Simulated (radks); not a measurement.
The numbers below are computed, except where a source is named.
Polarisability of neutral gold, [Xe] 4f14 5d10 6s1, at imaginary frequency. Code: a radial shooting solver on a logarithmic mesh with Libxc functionals. Model: non-relativistic Kohn-Sham, PBE, spin-polarised, spherical densities, point nucleus; open shells are filled with parallel spins first (spin-orbit coupling, left out, can overturn this in heavy ions); relativity is left out, which matters for an element this heavy. Response by self-consistent Sternheimer equations with the Hartree and adiabatic LDA kernel.

w (hartree)  alpha1(iw) (bohr^3)  alpha2(iw) (bohr^5)
0.00266                    58.92                613.3
0.0143                     58.40                610.6
0.0360                     55.74                596.2
0.0697                     48.92                554.3
0.118                      38.51                473.0
0.186                      28.04                361.5
0.280                      19.88                249.1
0.413                      14.07                159.1
0.605                      9.888                96.43
0.892                      6.750                55.99
1.35                       4.318                30.74
2.12                       2.464                15.40
3.59                       1.174                6.549
6.94                      0.4318                2.061
17.5                      0.1044               0.3639

Static values: alpha1 = 58.94 bohr^3 (8.733 angstrom^3; uncoupled 93.89), alpha2 = 613.4 bohr^5, alpha3 = 13500 bohr^7. C6 = 519.5, C8 = 29050, triple-dipole C9 = 19940 atomic units. One-pole (London) frequency 4 C6 / (3 alpha1^2) = 0.199 hartree, against 0.163 for minus the highest occupied eigenvalue. Recommended static value: 36 bohr^3 (Schwerdtfeger and Nagle, 2023 table).
